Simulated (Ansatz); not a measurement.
Ansatz (a first-principles code) input (HF/LANL2DZ): The .json file is the Basis Set Exchange's LANL2DZ.

Ansatz 0.2 input:
```yaml
crystal:
  periodic: [false, false, false]
  atoms:
    - {symbol: K, position_ang: [-0.00000000, -0.00000000, -2.27610594]}
    - {symbol: I, position_ang: [0.00000000, 0.00000000, 0.81596251]}
basis:
  gaussian:
    orbitals: LANL2DZ.json
hamiltonian:
  xc: {name: HF}
relax: {f_tol: 0.003, max_steps: 120}
```

Output:

```
WARN ansatz: RAYON_NUM_THREADS=1 ignored (pool sized by the plan → 1); use --threads N
Functional definition: HF
integrals: 0.00 GiB planned
319 factors; integrals over basis functions are off by at most 9.8e-5 eV
mean field: 0.04 GiB planned
mean field evaluation 1: about -1063.4148 eV, gradient 8.8e0 eV
mean field evaluation 2: about -1063.4215 eV, gradient 8.8e0 eV
mean field evaluation 4: about -1063.8622 eV, gradient 2.1e-1 eV
mean field evaluation 8: about -1063.8631 eV, gradient 6.3e-6 eV
mean field -1063.86306532 eV, -39.0962465384 hartree, gradient 5.5e-6 eV, S^2 0.000000; 0 other end points of the search recorded, 0 dependent functions left out
the calculation of the forces begins
reference -1063.86306532 eV, -39.0962465384 hartree; 8, 8 occupied and 12, 12 virtual orbitals, 319 factors
relax step   1: F+E_penalty+E_count = -1063.86306532 eV  Δ(F+E_penalty+E_count) = +0.000e0 eV  max|allowed force component| = 6.317e-1 eV/Å  Δτ_max = 0.0000 Å  (22 SCF iters, accepted)
these checks for a lower state are left out or cut short: starts, cluster_reference, orbital_swaps, neighbouring_geometries, increment
integrals: 0.00 GiB planned
319 factors; integrals over basis functions are off by at most 1.1e-4 eV
mean field: 0.04 GiB planned
mean field evaluation 16: about -1063.9028 eV, gradient 3.1e-5 eV
mean field -1063.90279940 eV, -39.0977067386 hartree, gradient 3.1e-5 eV, S^2 0.000000; 0 other end points of the search recorded, 0 dependent functions left out
the calculation of the forces begins
reference -1063.90279940 eV, -39.0977067386 hartree; 8, 8 occupied and 12, 12 virtual orbitals, 319 factors
relax step   2: F+E_penalty+E_count = -1063.90279940 eV  Δ(F+E_penalty+E_count) = -3.973e-2 eV  max|allowed force component| = 2.458e-1 eV/Å  Δτ_max = 0.0462 Å  (19 SCF iters, accepted)
these checks for a lower state are left out or cut short: starts, cluster_reference, orbital_swaps, neighbouring_geometries, increment
integrals: 0.00 GiB planned
319 factors; integrals over basis functions are off by at most 1.1e-4 eV
mean field: 0.04 GiB planned
mean field -1063.91134462 eV, -39.0980207696 hartree, gradient 2.8e-5 eV, S^2 0.000000; 0 other end points of the search recorded, 0 dependent functions left out
the calculation of the forces begins
reference -1063.91134462 eV, -39.0980207696 hartree; 8, 8 occupied and 12, 12 virtual orbitals, 319 factors
relax step   3: F+E_penalty+E_count = -1063.91134462 eV  Δ(F+E_penalty+E_count) = -8.545e-3 eV  max|allowed force component| = 5.025e-2 eV/Å  Δτ_max = 0.0294 Å  (20 SCF iters, accepted)
these checks for a lower state are left out or cut short: starts, cluster_reference, orbital_swaps, neighbouring_geometries, increment
integrals: 0.00 GiB planned
319 factors; integrals over basis functions are off by at most 1.2e-4 eV
mean field: 0.04 GiB planned
mean field -1063.91176594 eV, -39.0980362530 hartree, gradient 6.4e-5 eV, S^2 0.000000; 0 other end points of the search recorded, 0 dependent functions left out
the calculation of the forces begins
reference -1063.91176594 eV, -39.0980362530 hartree; 8, 8 occupied and 12, 12 virtual orbitals, 319 factors
relax step   4: F+E_penalty+E_count = -1063.91176594 eV  Δ(F+E_penalty+E_count) = -4.213e-4 eV  max|allowed force component| = 3.317e-3 eV/Å  Δτ_max = 0.0091 Å  (14 SCF iters, accepted)
these checks for a lower state are left out or cut short: starts, cluster_reference, orbital_swaps, neighbouring_geometries, increment
integrals: 0.00 GiB planned
319 factors; integrals over basis functions are off by at most 1.2e-4 eV
mean field: 0.04 GiB planned
mean field evaluation 32: about -1063.9118 eV, gradient 1.9e-5 eV
mean field -1063.91176785 eV, -39.0980363231 hartree, gradient 1.9e-5 eV, S^2 0.000000; 0 other end points of the search recorded, 0 dependent functions left out
the calculation of the forces begins
reference -1063.91176785 eV, -39.0980363231 hartree; 8, 8 occupied and 12, 12 virtual orbitals, 319 factors
relax step   5: F+E_penalty+E_count = -1063.91176785 eV  Δ(F+E_penalty+E_count) = -1.909e-6 eV  max|allowed force component| = 8.278e-5 eV/Å  Δτ_max = 0.0006 Å  (13 SCF iters, accepted)
integrals: 0.00 GiB planned
319 factors; integrals over basis functions are off by at most 1.2e-4 eV
mean field: 0.04 GiB planned
mean field -1063.91176785 eV, -39.0980363231 hartree, gradient 1.9e-5 eV, S^2 0.000000; 1 other end points of the search recorded, 0 dependent functions left out
the calculation of the forces begins
reference -1063.91176785 eV, -39.0980363231 hartree; 8, 8 occupied and 12, 12 virtual orbitals, 319 factors
Total energy: -1063.91176785 eV, -39.0980363231 hartree
Atom 0 at     0.000000    -0.000000    -2.360264 Å, force     0.000000    -0.000000     0.000083 eV/Å
Atom 1 at    -0.000000     0.000000     0.900120 Å, force    -0.000000     0.000000    -0.000083 eV/Å
Dipole moment:     0.000000     0.000000    -2.913558 e Å
```
